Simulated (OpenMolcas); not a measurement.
## Re III: effect of the active space

```yaml
Program: OpenMolcas
Method: MS-CASPT2 or its RAS form, IPEA 0.25 Eh, imaginary shift 0.1 Eh
Basis: ANO-RCC-VTZP
Scalar_Hamiltonian: DKH2, point nucleus
Spin-orbit_coupling: state interaction with AMFI integrals over the reference wave functions, term energies averaged over their components
```

A. 5 electrons in 5 orbitals (5d); 2S+1 = 6 even, 1 root; 2S+1 = 4 even, 24 roots; 2S+1 = 2 even, 75 roots; closed shells correlated: 5s 5p; CASPT2 step about 30 core-seconds
B. 5 electrons in 6 orbitals (5d 6s); 2S+1 = 6 even, 6 roots; 2S+1 = 4 even, 84 roots (64 in the spin-orbit step); 2S+1 = 2 even, 184 roots (129 in the spin-orbit step); closed shells correlated: 5s 5p; CASPT2 step about 100 core-seconds
C. 11 electrons in 8 orbitals (RAS1 5p, at most 2 holes; RAS2 5d); 2S+1 = 6 even, 1 root; 2S+1 = 4 even, 24 roots; 2S+1 = 2 even, 75 roots; closed shells correlated: 5s; CASPT2 step of the order of 60 core-seconds
D. 5 electrons in 9 orbitals (RAS2 5d 6s; RAS3 6p, at most 2 electrons); 2S+1 = 6 even, 6 roots; 2S+1 = 4 even, 84 roots kept (CI in the orbitals of an earlier block); 2S+1 = 2 even, 83 roots kept (CI in the orbitals of an earlier block); 2S+1 = 6 odd, 36 roots (15 in the spin-orbit step); 2S+1 = 4 odd, 88 roots kept (CI in the orbitals of an earlier block, 31 in the spin-orbit step); 2S+1 = 2 odd, 81 roots kept (CI in the orbitals of an earlier block, 1 in the spin-orbit step); closed shells correlated: 5s 5p; CASPT2 step of the order of 11 core-minutes

Energies in eV above 5d⁵ ⁶S_5/2, the measured ground level; measured values from the list in Brasseur, Gamrath and Quinet, At. Data Nucl. Data Tables 157, 101636 (2024).

```
             Level       A       B       C       D  Measured
        5d⁵ ⁶S_5/2  0.0000  0.0000  0.0000  0.0000    0.0000
 5d⁵ ⁴G_7/2 [64 %]   2.376   2.280   2.388   2.304    2.0942
       5d⁵ ⁴G_11/2   2.480   2.428   2.487   2.452    2.2342
        5d⁵ ⁴G_9/2   2.538   2.475   2.550   2.506    2.2746
 5d⁵ ⁴D_7/2 [56 %]   2.916   2.792   2.957   2.817    2.5359
 5d⁵ ⁴D_1/2 [58 %]   3.248   2.916   3.289   2.895          
5d⁵ ²I_11/2 [74 %]   3.597   3.590   3.591   3.600    3.2447
       5d⁵ ²I_13/2   3.882   3.905   3.878   3.918    3.5444
5d⁵ ²H_11/2 [64 %]   5.149   5.049   5.163   5.056          
 5d⁵ ²S_1/2 [59 %]   5.231   4.885   5.277   4.880
```

Deviations, from unrounded energies. A percentage is the sum of absolute deviations over the sum of measured energies, with the sign that they share, or ± where signs differ.

```csv
Against measurement,Levels,A,B,C,D
mean absolute deviation (cm-1),6,2500,2100,2600,2200
other terms of the ground configuration (%),6,+11.7,+9.7,+12.1,+10.5
```

B lies closest to measurement on these levels and C furthest from it. The largest miss of B in the table is 5d⁵ ²I_13/2, by +2900 cm-1. The ranking rests on the paired levels alone, and a cruder setting can come out closer through cancelling errors.

The spin-orbit steps hold different terms of 5d⁵ (B lacks a ²D, ²P; D lacks a ²D, a ²G, ²P), which shifts levels as well.

Among A to D the level of the table that moves most is 5d⁵ ²S_1/2 [59 %], by 3200 cm-1 (lowest in D, highest in C). Moves below CASPT2's spread within the term are not significant.

Term energies are means over components that CASPT2 splits; among the terms shown or strongly mixed into the levels shown the widest spread is 430 cm-1 (5d⁵ ⁴G, A). The CASPT2 spread within a term exceeds the gap to the next term for 5d⁵ ⁴P and 5d⁴ 6s ⁶D, so the order of their levels is uncertain, and so are names and mixing where such terms share a J (figures for B; the like holds for D). Blocks of more than 70 roots (2S+1 = 2 even) ran without multistate coupling (holds for A; B; C). Configurations with an s electron lie low in 5d ions of this charge, fall among these levels and mix in, so low-spin terms can stand far too high, up to twice their true height, and weights are not those of the real levels (holds for A). Some high roots are left out of the spin-orbit mixing, which shifts the levels that they would mix with (holds for B; D). Configurations are named by rounded mean occupations; where the s occupation lies near a half they are strongly mixed, a name can repeat and a true partner stay unpaired (holds for B; D). Active for correlation alone: 5p; no level in the range computed is led by a configuration that opens it, so any true level of that kind is missing (holds for C). Some terms miss by over 15 % even with CASPT2, which points to a basis or an active space too small for the shells correlated (holds for C). Blocks of more than 70 roots (2S+1 = 4 even, 2 even) ran without multistate coupling (holds for D). Terms from blocks run as CI alone lack orbitals of their own (holds for D). Computed and measured levels are paired by configuration, term and J; levels that our copy of the source lacks, or whose pairing is in doubt (as where it misses far off the trend of its configuration), stay unpaired and out of the deviations. Levels of configurations outside the active space are missing. The table leaves out levels that lie high or whose names do not pair safely across all columns.

A share in square brackets marks a mixed level and gives the weight of the term that names it, the lowest over the columns.
